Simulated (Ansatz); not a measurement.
Stepwise reaction of `[OH][Zr]([OH])([Cl])[Cl]` with hydrogen sulfide, as a gas-phase model of exchange steps in deposition or etching. ΔE in kJ/mol.

Program: Ansatz. Geometries: PBE0-D4/def2-TZVP. ΔE: electronic, gas phase. CCSD(T)/CBS adds triple-zeta CCSD(T) − MP2 to the extrapolated MP2 energy (def2 sets, frozen cores). This one scheme is used for every species. Functionals use def2-TZVPP. B3LYP here is the variant with VWN-RPA as its local correlation; programs differ in this. def2 core potentials past Kr. For Zr outer-core shells are correlated without core-valence functions, which leaves a few kJ/mol of doubt a bond. Each species was taken in one conformer, which may not be the lowest.

| step | reaction | PBE-D4 | B3LYP-D4 | ωB97M-V | CCSD(T)/CBS |
| --- | --- | --- | --- | --- | --- |
| 1 | `[OH][Zr]([OH])([Cl])[Cl]` + H₂S → `[OH][Zr]([OH])([SH])[Cl]` + HCl | 63.6 | 69.8 | 71.0 | 67.7 |

Q: Give the row of step 2, `[OH][Zr]([OH])([SH])[Cl]` + H₂S → `[OH][Zr]([OH])([SH])[SH]` + HCl. (Estimate.)

A: The calculation gave: 
| step | reaction | PBE-D4 | B3LYP-D4 | ωB97M-V | CCSD(T)/CBS |
| --- | --- | --- | --- | --- | --- |
| 2 | `[OH][Zr]([OH])([SH])[Cl]` + H₂S → `[OH][Zr]([OH])([SH])[SH]` + HCl | 64.1 | 70.1 | 70.9 | 67.5 |

Q: By hand: ΔE of the 2 steps together at CCSD(T)/CBS.

A: (67.7) + (67.5) = 135.2 kJ/mol, or 67.6 kJ/mol a step.

In ΔE the steps differ by no more than 0.2 kJ/mol. All are uphill at CCSD(T)/CBS. PBE-D4 differs from CCSD(T)/CBS by -4.1 to -3.4 kJ/mol a step. Isolated molecules leave out the surface, adducts and barriers. Largest T1 diagnostic: 0.017.
